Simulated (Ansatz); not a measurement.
Ansatz (a quantum-chemistry and plane-wave program) input (RPA@PBE/def2-QZVPP):
A basis named .json is the Basis Set Exchange file of that set.

Ansatz 0.2 input:
```yaml
crystal:
  periodic: [false, false, false]
  atoms:
    - {symbol: La, position_ang: [0.23438090, 0.15778914, 0.04625700]}
    - {symbol: F, position_ang: [-1.24896509, 0.59910953, -1.32684618]}
    - {symbol: F, position_ang: [-0.23544725, -1.59844075, 1.03388520]}
basis:
  gaussian:
    orbitals: def2-QZVPP.json
hamiltonian:
  xc: pbe
total_charge: 1
magnetization: {spin_polarized: false}
correlation: {method: rpa, electrons: outside_noble_gas}
```

End of the output:

```
integrals: 0.29 GiB planned
1216 factors; integrals over basis functions are off by at most 7.5e-4 eV
mean field: 0.87 GiB planned
mean field evaluation 1: about -6262.0226 eV, gradient 1.4e2 eV
mean field evaluation 2: about -6262.0206 eV, gradient 1.4e2 eV
mean field evaluation 4: about -6284.5769 eV, gradient 3.9e1 eV
mean field evaluation 8: about -6289.4535 eV, gradient 1.5e0 eV
mean field evaluation 16: about -6289.4558 eV, gradient 6.6e-4 eV
mean field evaluation 32: about -6229.8860 eV, gradient 4.4e1 eV
mean field -6289.45583278 eV, -231.1332387082 hartree, gradient 9.7e-7 eV, S^2 0.000000; 0 other end points of the search recorded, 0 dependent functions left out
6 core orbitals not correlated, not the lowest: weight in the atoms' cores, before any rotation towards them, 0.763 or more for the frozen orbitals, at most 0.220 for the correlated occupied ones
reference -6259.45635974 eV, -230.0307784084 hartree; 8, 8 occupied and 181, 181 virtual orbitals, 1216 factors
Total energy: -6284.60198470 eV, -230.9548630813 hartree
```
